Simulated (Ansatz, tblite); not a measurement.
Forces on Ga₃Cl₆⁺ at its PBE-D4/def2-SVP geometry. Total charge 1; singlet.

The xTB rows come from tblite. Another isomer (singlet) lies 0.64 eV lower at PBE0-D4/def2-TZVP; other spin states weren't run for this one.

GFN1-xTB (tblite), largest force 0.65 eV/Å:

```xyz
9
positions Å, forces eV/Å
Ga   -0.010    0.556   -0.246    0.055    0.605   -0.221
Ga    0.315    2.913   -1.034   -0.065   -0.474    0.159
Ga   -0.260   -2.581    0.927    0.010    0.316   -0.127
Cl   -1.131    3.624   -2.406    0.171    0.119    0.073
Cl    1.470   -3.041    2.050   -0.388   -0.108   -0.164
Cl    0.568   -1.457   -1.122   -0.014   -0.300    0.101
Cl   -2.042   -3.571    0.379    0.390    0.027    0.199
Cl    2.013    3.861   -0.194   -0.135    0.106   -0.145
Cl   -0.923   -0.304    1.647   -0.025   -0.291    0.125
```

GFN2-xTB (tblite), largest force 1.07 eV/Å:

```
Ga -0.101 -0.604 0.195
Ga 0.160 1.010 -0.318
Ga -0.011 -0.389 0.156
Cl 0.382 -0.252 0.385
Cl -0.545 0.140 -0.352
Cl -0.081 0.109 0.161
Cl 0.562 0.328 0.167
Cl -0.476 -0.308 -0.214
Cl 0.109 -0.034 -0.179
```

PBE-D4/def2-TZVP (Ansatz), largest force 0.29 eV/Å:

```
Ga -0.030 -0.271 0.096
Ga 0.022 0.164 -0.054
Ga 0.000 0.025 -0.011
Cl 0.128 -0.068 0.123
Cl -0.150 0.026 -0.092
Cl -0.066 0.126 0.124
Cl 0.157 0.082 0.050
Cl -0.150 -0.085 -0.075
Cl 0.088 0.003 -0.164
```
